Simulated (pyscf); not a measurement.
H₂C=Se + H₂Se → HSe–CH₂–SeH (multi-bond step; singlet surface; C–H, H–Se broken, C–Se, C–H, H–Se formed). Structures and frequencies: ωB97X-D3(BJ)/def2-SVP in PySCF. MP2 and CC: frozen core, UHF for open shells. ΔMP2 is the change of the MP2 total energy from the triple- to the quadruple-zeta basis. Energies in eV from the separated reactants.

```csv
level,barrier,reaction energy
PBE/def2-TZVP,1.94,-1.10
r²SCAN/def2-TZVP,2.07,-1.18
M06-2X/def2-TZVP,2.28,-1.20
ωB97M-D3(BJ)/def2-TZVP,2.45,-1.14
CCSD/def2-TZVPP,2.72,-1.07
CCSD(T)/def2-TZVPP,2.58,-1.05
CCSD(T)/def2-TZVPP + ΔMP2(QZVPP),___,___
```

**Question.** What belongs in the gaps?

**Answer.** 
- CCSD(T)/def2-TZVPP + ΔMP2(QZVPP), barrier: 2.53
- CCSD(T)/def2-TZVPP + ΔMP2(QZVPP), reaction energy: -1.06

From the product side, SeH• + •H₂C–SeH lies, by one bond made or cut, 0.90 eV under this saddle at ωB97M-D3(BJ). HSe–CH₂–SeH lies 0.66 eV over its isomer H₃C–Se–SeH, and others may lie lower still (electronic energy, ωB97M-D3(BJ)). One saddle was located; it need not be the lowest between these sides. The CCSD(T) − MP2 part came from Ansatz, without density fitting, on the same reference. The frozen core leaves the outer d or s,p core shells of the metals and heavy elements correlated in the MP2 and CC values, and def2-TZVPP describes them poorly, which can shift differences by a few kcal/mol. Elements up to Kr have no core potential and no relativistic terms here.
